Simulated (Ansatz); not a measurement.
Stepwise reaction of `C=[CH][Al]([CH3])[CH3]` with hydrogen, as a gas-phase model of exchange steps in deposition or etching. ΔE in kJ/mol.

Gas-phase electronic energies from Ansatz, PBE0-D4/def2-TZVP geometries. CCSD(T)/CBS adds triple-zeta CCSD(T) − MP2 to the extrapolated MP2 energy (def2 sets, frozen cores). This one scheme is used for every species. Functionals use def2-TZVPP. B3LYP here is the variant with VWN-RPA as its local correlation; programs differ in this. One conformer a species, not always the lowest.

```csv
step,reaction,PBE-D4,B3LYP-D4,ωB97M-V,CCSD(T)/CBS
1,`C=[CH][Al]([CH3])[CH3]` + H₂ → `C=[CH][AlH][CH3]` + CH₄,-21.0,-26.6,-24.2,-23.2
2,`C=[CH][AlH][CH3]` + H₂ → `C=[CH][AlH2]` + CH₄,-21.8,-27.4,-24.7,-24.0
```

Problem. By hand: ΔE of the 2 steps together at CCSD(T)/CBS.

Solution. (-23.2) + (-24.0) = -47.2 kJ/mol, or -23.6 kJ/mol a step.

In ΔE the steps differ by no more than 0.8 kJ/mol. All are downhill at CCSD(T)/CBS. PBE-D4 differs from CCSD(T)/CBS by 2.2 to 2.2 kJ/mol a step. Isolated molecules leave out the surface, adducts and barriers. Largest T1 diagnostic: 0.011.
